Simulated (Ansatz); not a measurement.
An input meant for Si20H26 (charge 0, singlet; with a point charge).

```yaml
crystal:
  periodic: [false, false, false]
  atoms:
    - {symbol: Si, position_ang: [-3.715233, 2.326599, -0.317590]}
    - {symbol: Si, position_ang: [-1.417042, -3.165794, 2.730769]}
    - {symbol: Si, position_ang: [1.646589, -3.300293, -0.360706]}
    - {symbol: Si, position_ang: [-1.240819, 2.087731, -2.946851]}
    - {symbol: Si, position_ang: [1.489355, -0.586119, -2.931121]}
    - {symbol: Si, position_ang: [-1.204901, -0.584699, -0.197068]}
    - {symbol: Si, position_ang: [-1.082301, 2.360617, 2.276578]}
    - {symbol: Si, position_ang: [1.515681, -0.630427, 2.525938]}
    - {symbol: Si, position_ang: [1.492705, 2.120449, -0.240690]}
    - {symbol: Si, position_ang: [4.213818, -0.520465, -0.161606]}
    - {symbol: Si, position_ang: [-2.618991, -1.829198, 1.210424]}
    - {symbol: Si, position_ang: [-2.593181, 0.704270, -1.603161]}
    - {symbol: Si, position_ang: [-1.874839, 3.606664, 0.431241]}
    - {symbol: Si, position_ang: [0.137273, -1.949428, -1.562625]}
    - {symbol: Si, position_ang: [0.096386, -1.843637, 3.956512]}
    - {symbol: Si, position_ang: [2.873427, -1.962124, 1.139560]}
    - {symbol: Si, position_ang: [0.212816, 0.835832, -4.303186]}
    - {symbol: Si, position_ang: [-0.208642, 3.393554, -1.269667]}
    - {symbol: Si, position_ang: [2.863194, 0.778506, -1.593909]}
    - {symbol: Si, position_ang: [0.195563, 0.738219, 1.152959]}
    - {symbol: H, position_ang: [-4.657392, 3.122244, -1.186382]}
    - {symbol: H, position_ang: [-4.487405, 1.751837, 0.842562]}
    - {symbol: H, position_ang: [-2.370646, -3.856443, 3.675410]}
    - {symbol: H, position_ang: [-0.663467, -4.228305, 1.975006]}
    - {symbol: H, position_ang: [0.958718, -4.438474, 0.347175]}
    - {symbol: H, position_ang: [0.958718, -4.438474, 0.347175]}
    - {symbol: H, position_ang: [-2.121423, 2.979535, -3.793583]}
    - {symbol: H, position_ang: [2.365131, -1.479793, -3.780187]}
    - {symbol: H, position_ang: [-2.215163, 1.781647, 3.084778]}
    - {symbol: H, position_ang: [-0.182847, 3.156359, 3.189276]}
    - {symbol: H, position_ang: [2.413964, 0.269036, 3.344856]}
    - {symbol: H, position_ang: [2.342365, 3.009558, 0.639726]}
    - {symbol: H, position_ang: [5.183051, -1.339695, -0.979149]}
    - {symbol: H, position_ang: [5.010562, 0.387339, 0.743612]}
    - {symbol: H, position_ang: [-3.539814, -2.684696, 0.375077]}
    - {symbol: H, position_ang: [-3.466581, -0.857609, 1.995209]}
    - {symbol: H, position_ang: [-3.492179, -0.218393, -2.390090]}
    - {symbol: H, position_ang: [-0.749881, -2.806384, -2.436374]}
    - {symbol: H, position_ang: [0.895145, -2.707632, 4.900901]}
    - {symbol: H, position_ang: [-0.695335, -0.854339, 4.777337]}
    - {symbol: H, position_ang: [3.765090, -2.843970, 1.983769]}
    - {symbol: H, position_ang: [-0.603598, 0.031551, -5.285162]}
    - {symbol: H, position_ang: [1.130460, 1.743878, -5.084934]}
    - {symbol: H, position_ang: [0.269442, 4.728709, -1.783030]}
    - {symbol: H, position_ang: [-2.220139, 5.039212, 0.752389]}
    - {symbol: H, position_ang: [3.729536, 1.629445, -2.493835]}
basis:
  gaussian: {orbitals: def2-SVP, fitting: {mean_field: def2-universal-jkfit}, point_charges: [{charge: -1.00, position_ang: [10.172, 0.765, 0.663]}]}
hamiltonian: {xc: {name: B97}}
scf: {omitted_lower_state_checks: [starts]}
```

```sh
$ ansatz run in.yaml --threads 2 --pin off --events-out ev --progress --plain --max-ram 32768MiB --backend cuda --devices 0, --max-vram 18GiB
```

Output, abridged:

```
Error: two nuclei lie on one point
```

Problem. What is wrong with this run?

Solution. One atom was put on top of another. The input was rejected before any iteration.
